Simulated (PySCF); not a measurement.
## C6H9O2: g tensor and hyperfine couplings

C6H9O2 (doublet state).
Numbering: `[CH3:1][C@@H:2]1[CH:3][O:4][C:5](=[O:6])[CH2:7][CH2:8]1` (hydrogens: H9, H10, H11 on C1; H12 on C2; H13 on C3; H14, H15 on C7; H16, H17 on C8)

Structure used (GFN2-xTB), in Å, numbered top down from 1:
```xyz
17
C6H9O2 angstrom
C     -2.166   -0.135    0.145
C     -0.696   -0.081   -0.279
C     -0.048   -1.403   -0.089
O      1.207   -1.572    0.347
C      2.076   -0.555    0.536
O      3.182   -0.801    0.956
C      1.577    0.829    0.188
C      0.092    0.971    0.509
H     -2.702   -0.882   -0.434
H     -2.247   -0.390    1.198
H     -2.636    0.832   -0.015
H     -0.668    0.194   -1.347
H     -0.578   -2.329   -0.221
H      1.746    0.989   -0.882
H      2.180    1.554    0.735
H     -0.068    0.817    1.579
H     -0.257    1.974    0.257
```

The hyperfine couplings belong to this conformer and change with its torsions.

Method: PySCF, UKS B3LYP, pcH-1 on C H O, non-relativistic, mean-field spin-orbit, GIAO. Geometry: GFN2-xTB, one conformer, isolated molecule. A GFN2-xTB geometry isn't a minimum of the functional, and hyperfine couplings can be far from their values at a DFT geometry. No stability test was run, so a lower SCF solution isn't excluded.

| Quantity | Value |
| --- | --- |
| g1, g2, g3 | 2.00212, 2.00288, 2.00399 |
| g_iso | 2.00300 |
| Form of g | rhombic: the two nearest values differ by 41 % of g3 − g1 |
| ⟨S²⟩ | 0.7544 (exact 0.7500) |
| α and β electrons | 31, 30 |
| Total energy | -384.48639 Eh |

Isotropic coupling and dipolar principal values T1 to T3, in MHz; ρ(0) is the spin density at the nucleus:

```tsv
atom	isotope	a_iso	T1	T2	T3	Mulliken spin population	ρ(0) (bohr⁻³)
C1	13C	33.2	-2.3	-2.1	4.4	0.01	0.0295
C2	13C	-30.5	-1.5	0.0	1.5	-0.06	-0.0271
C3	13C	90.3	-80.1	-77.7	157.9	0.91	0.0803
O4	17O	-10.0	-35.4	16.5	19.0	0.04	0.0164
C5	13C	0.7	-3.4	0.2	3.2	0.01	0.0006
O6	17O	-5.5	-24.7	12.0	12.6	0.07	0.0091
C7	13C	-1.6	-0.7	-0.5	1.3	0.00	-0.0015
C8	13C	8.6	-1.9	-0.9	2.8	0.01	0.0076
H9	1H	-1.5	-3.1	-2.7	5.7	0.00	-0.0003
H10	1H	-2.1	-4.3	-2.2	6.5	0.00	-0.0005
H11	1H	5.0	-2.0	-1.7	3.7	0.01	0.0011
H12	1H	117.7	-5.2	-3.8	9.0	0.05	0.0263
H13	1H	-65.1	-37.0	-0.4	37.4	-0.05	-0.0146
H14	1H	-0.3	-2.5	-1.5	4.1	0.00	-0.0001
H15	1H	-0.8	-1.5	-0.8	2.3	0.00	-0.0002
H16	1H	-1.3	-3.0	-2.5	5.5	0.00	-0.0003
H17	1H	-2.3	-1.9	-1.6	3.6	0.00	-0.0005
```

Largest spin populations (Mulliken): C3 (+0.91), O6 (+0.07) and C2 (-0.06). No atom but C3 exceeds +0.15. The angles at C3 add up to 359.8°, so it is planar; its axial dipolar tensor and the negative coupling of its proton fit spin in a p orbital normal to that plane.

Axes: g3 points within 8° of the C3–H13 bond.

Under fast tumbling the dipolar parts average out, and these isotropic splittings remain: 1 × 1H (H12, I = 1/2, 2 lines) with 4.20 mT, 1 × 1H (H13, I = 1/2, 2 lines) with 2.32 mT, 1 × 1H (H17, I = 1/2, 2 lines) with 0.08 mT and 1 × 1H (H16, I = 1/2, 2 lines) with 0.05 mT.

The 17O coupling of O4 (-10.0 MHz) shows only in satellite lines or after enrichment, since that isotope makes up about 0.038 % of natural oxygen.

The 13C coupling of C3 (90.3 MHz) shows only in satellite lines or after enrichment, since that isotope makes up about 1.07 % of natural carbon.

The spin density at the nucleus, in bohr⁻³, is negative for C2 (-0.0271), H13 (-0.0146) and C7 (-0.0015), for instance. A restricted open-shell determinant has no negative spin density anywhere; here it arises because α and β orbitals differ (spin polarisation).
